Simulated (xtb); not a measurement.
C3H9N, charge -1, doublet, at the geometry of the source list (a state made from the parent by changing its charge; the spin is typed, not shown lowest); GFN1-xTB with ALPB(ether) (xtb).

Input for xtb:
```
$ xtb mol.xyz --gfn 1 --chrg -1 --uhf 1 --alpb ether --json

# file mol.xyz
13

C     -1.84920000    -0.01180000     0.24420000
C     -0.45170000    -0.44620000    -0.17220000
N      0.50820000     0.61060000     0.09070000
C      1.86330000     0.24610000    -0.26290000
H     -2.12030000     0.90360000    -0.27380000
H     -2.57180000    -0.78570000    -0.00010000
H     -1.88760000     0.17370000     1.31550000
H     -0.18660000    -1.38970000     0.34160000
H     -0.43000000    -0.64000000    -1.24940000
H      0.46920000     0.85900000     1.07650000
H      2.52560000     1.07800000    -0.03140000
H      1.90260000     0.05650000    -1.33590000
H      2.22840000    -0.65400000     0.25730000
```

### Question
What does xtb print? Leave out banner, timings and long lists.

### Answer

```
   ID    Z sym.   atoms
    1    6 C      1, 2, 4
    2    7 N      3
    3    1 H      5-13

           -------------------------------------------------
          |                Calculation Setup                |
           -------------------------------------------------

           -------------------------------------------------
          |                 G F N 1 - x T B                 |
           -------------------------------------------------

      * Solvation model:               ALPB
        Solvent                        ether
        Parameter file                 internal GFN1-xTB/ALPB
        Dielectric constant                4.3300E+00
        Reference state                gsolv [1 M gas/solution]
        Free energy shift                  1.3619E-02 Eh       8.5463E+00 kcal/mol
        Temperature                        2.9815E+02 K
        Density                            7.1300E-01 kg/L
        Solvent mass                       7.4120E+01 g/mol
        Interaction kernel             P16
        Born radius scaling (c1)           1.8244E+00
        Born radii integrator          GBOBC
        Born offset                        0.0000E+00 a0       0.0000E+00 AA
        H-bond correction              true
        Ion screening                  false
        Surface tension                    1.0000E-05 Eh       1.5569E+01 dyn/cm
        Grid points                               230 per atom

          ...................................................
          :                      SETUP                      :
          :.................................................:
          :  # basis functions                  34          :
          :  # atomic orbitals                  34          :
          :  # shells                           26          :
          :  # electrons                        27          :
          :  # halogen bonds                     0          :
          :  max. iterations                   250          :
          :  Hamiltonian                  GFN1-xTB          :
          :  restarted?                      false          :
          :  GBSA solvation                   true          :
          :  PC potential                    false          :
          :  electronic temp.          300.0000000     K    :
          :  accuracy                    1.0000000          :
          :  -> integral cutoff          0.2500000E+02      :
          :  -> integral neglect         0.1000000E-07      :
[...]
         :: total energy             -14.483382208033 Eh    ::
[...]

  Mulliken/CM5 charges         n(s)   n(p)   n(d)
     1C    -0.03463 -0.18215   1.023  3.012  0.000
     2C     0.11706  0.06375   1.000  2.883  0.000
     3N    -0.43926 -0.80751   1.471  3.969  0.000
     4C     0.11024  0.01884   1.003  2.887  0.000
     5H    -0.12751 -0.07275   1.128  0.000  0.000
     6H    -0.11836 -0.06622   1.118  0.000  0.000
     7H    -0.14021 -0.08613   1.140  0.000  0.000
     8H    -0.05249  0.00908   1.052  0.000  0.000
     9H    -0.05214  0.01323   1.052  0.000  0.000
    10H     0.15786  0.34860   0.842  0.000  0.000
    11H    -0.12210 -0.06074   1.122  0.000  0.000
    12H    -0.14917 -0.08713   1.149  0.000  0.000
    13H    -0.14930 -0.09087   1.149  0.000  0.000

Wiberg/Mayer (AO) data.
largest (>0.10) Wiberg bond orders for each atom

 ---------------------------------------------------------------------------
     #   Z sym  total        # sym  WBO       # sym  WBO       # sym  WBO
 ---------------------------------------------------------------------------
     1   6 C    3.996 --     2 C    1.002     5 H    0.976     7 H    0.973
                             6 H    0.973
     2   6 C    3.977 --     1 C    1.002     3 N    0.985     9 H    0.977
                             8 H    0.970
     3   7 N    2.993 --     2 C    0.985     4 C    0.974    10 H    0.961
     4   6 C    3.969 --    12 H    0.976     3 N    0.974    11 H    0.972
                            13 H    0.966
     5   1 H    1.230 --     1 C    0.976
     6   1 H    1.172 --     1 C    0.973
     7   1 H    1.248 --     1 C    0.973
     8   1 H    1.059 --     2 C    0.970
     9   1 H    1.086 --     2 C    0.977
    10   1 H    1.011 --     3 N    0.961
    11   1 H    1.167 --     4 C    0.972
    12   1 H    1.256 --     4 C    0.976
    13   1 H    1.233 --     4 C    0.966
 ---------------------------------------------------------------------------

Topologies differ in total number of bonds
Writing topology from bond orders to xtbtopo.mol

 dipole moment from electron density (au)
     X       Y       Z
   0.0921  -0.4671   0.5185  total (Debye):    1.789

           -------------------------------------------------
          | TOTAL ENERGY              -14.483382208033 Eh   |
          | GRADIENT NORM               0.023965082431 Eh/α |
          | HOMO-LUMO GAP               0.338725487122 eV   |
           -------------------------------------------------

normal termination of xtb
```
